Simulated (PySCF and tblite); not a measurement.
The numbers below are computed, except where a source is named.
C8H12, numbered as in [CH:1]#[C:2][CH:3]1[CH2:4][CH2:5][CH2:6][CH2:7][CH2:8]1.

Free energies: PBE0-D3(BJ)/def2-TZVP on PBE0-D3(BJ)/def2-SVP structures plus GFN2-xTB thermal terms, symmetry and mirror images included. Conformers within 4 kcal/mol (GFN2-xTB free energy) were kept, 5 at most. GIAO shieldings: PBE0/pcSseg-1. Shifts are against TMS (¹H), TMS (¹³C) at the same level. Run with PySCF (density fitting) and tblite.

The 6-ring runs over atoms 3–4–5–6–7–8.

```tsv
conformer	shape	symmetry	E(GFN2) kcal/mol	E(DFT) kcal/mol
1	6-ring chair (all substituents equatorial)	Cs	0.00	0.00
2	6-ring chair (C2 axial)	Cs	0.05	0.22
```

**Question.** How much do the weights at 298.15 K and the averaged shift of H3 depend on how the conformers are weighted?

**Answer.** 
```json
{"weighting": "DFT energy with thermal terms, symmetry and mirror images (full scheme)", "1 (%)": "64", "2 (%)": "36", "δ (ppm)": "2.17", "rms dipole (D)": "0.94"}
{"weighting": "DFT energy with symmetry and mirror images", "1 (%)": "59", "2 (%)": "41", "δ (ppm)": "2.20", "rms dipole (D)": "0.92"}
{"weighting": "bare DFT energy", "1 (%)": "59", "2 (%)": "41", "δ (ppm)": "2.20", "rms dipole (D)": "0.92"}
{"weighting": "GFN2-xTB energy with symmetry and mirror images", "1 (%)": "52", "2 (%)": "48", "δ (ppm)": "2.24", "rms dipole (D)": "0.90"}
{"weighting": "GFN2-xTB free energy", "1 (%)": "57", "2 (%)": "43", "δ (ppm)": "2.21", "rms dipole (D)": "0.92"}
{"weighting": "leading conformer alone", "1 (%)": "100", "2 (%)": "0", "δ (ppm)": "1.94", "rms dipole (D)": "1.02"}
{"weighting": "equal weights", "1 (%)": "50", "2 (%)": "50", "δ (ppm)": "2.26", "rms dipole (D)": "0.90"}
```

The largest departure from the full scheme, 0.23 ppm, comes with: leading conformer alone.
